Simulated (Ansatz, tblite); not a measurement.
Forces on AlRu₂⁺ at its r2SCAN-D4/def2-TZVP geometry. The state is a singlet with charge 1.

In the def2 sets Ru takes a core potential; there is no spin–orbit coupling. The xTB rows come from tblite. At PBE-D4/def2-TZVP an occupied level of the charge 1 singlet lies above an empty one (by up to 0.17 eV), so this SCF solution is probably not the lowest. This restricted singlet of an open-shell metal (gap down to -0.17 eV) wasn't tested against broken symmetry. No other spin state of charge 1 was run. The geometry of the singlet was relaxed on an unsound state (an occupied level 0.11 eV above an empty one). Another isomer (quintet) lies 3.87 eV lower at PBE0-D4/def2-TZVP; other spin states weren't run for this one.

GFN1-xTB (tblite), largest force 2.58 eV/Å:

```xyz
3
positions Å, forces eV/Å
Ru   -1.804    0.016   -1.405   -2.038    0.021   -1.585
Ru    1.803   -0.014    1.406    2.033   -0.013    1.588
Al    0.001   -0.003   -0.001    0.005   -0.008   -0.004
```

GFN2-xTB (tblite), largest force 2.16 eV/Å:

```
Ru -1.709 0.017 -1.329
Ru 1.705 -0.011 1.331
Al 0.004 -0.006 -0.003
```

PBE-D4/def2-TZVP (Ansatz), largest force 0.12 eV/Å:

```
Ru -0.098 0.000 -0.077
Ru 0.098 -0.001 0.076
Al 0.000 0.001 0.001
```
